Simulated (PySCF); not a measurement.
**Tl⁺ (thallium, charge +1) across methods**

[Xe] 4f14 5d10 6s1 6p1, high-spin 3P determinant (an excited configuration). All numbers are calculated (PySCF 2.14, scalar relativity through the core potential, in aug-cc-pwCVTZ-PP with ECP60MDF).

| method | E (hartree) | mean ε 5d β (eV) | mean ε 6s α (eV) | mean ε 6p α (eV) | Σ⟨r²⟩ (bohr²) | ⟨S²⟩ |
| --- | --- | --- | --- | --- | --- | --- |
| CAM-B3LYP | -172.0006 | -27.796 | -20.572 | -11.822 | 48.61 | 2.001 |
| PBE | -172.0657 | -24.287 | -18.039 | -9.747 | 48.71 | 2.001 |
| LDA | -171.7722 | -24.450 | -18.353 | -9.849 | 48.71 | 2.001 |
| UHF | -171.12468 | -31.546 | -21.770 | -12.988 | 48.86 | 2.004 |
| PBE0 | -172.0403 | -26.348 | -19.186 | -10.672 | 48.52 | 2.002 |
| r2SCAN | -172.1166 | -24.728 | -18.455 | -10.045 | 48.25 | 2.004 |
| revPBE | -172.1234 | -24.235 | -17.961 | -9.715 | 48.66 | 2.002 |
| BHandHLYP | -171.9277 | -28.304 | -20.120 | -11.385 | 48.58 | 2.001 |

Problem. Estimate the same row for HSE06.

Solution. E (hartree) = -172.0370; mean ε 5d β (eV) = -25.936; mean ε 6s α (eV) = -18.758; mean ε 6p α (eV) = -10.264; Σ⟨r²⟩ (bohr²) = 48.60; ⟨S²⟩ = 2.002.

Energies and moments cover only the electrons outside the core potential. Spin-orbit coupling, absent here, splits the open shell strongly.
